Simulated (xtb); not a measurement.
Be(SH)(SMe) (CH4BeS2), SMILES [S]([Be][SH])C. All values are semi-empirical tight-binding results from xtb (GFN2-xTB unless named), good for trends rather than for accurate numbers. Geometry: GFN2-xTB. One conformer was computed; it need not be the lowest.

For metal compounds this method's bond lengths and energies can be far off.

Computed properties:
| Property | Value |
|---|---|
| orbital gap | 3.88 eV |
| zero-point energy | 29.9 kcal/mol |
| G − E(el) at 298.15 K (modified RRHO) | 9.9 kcal/mol |
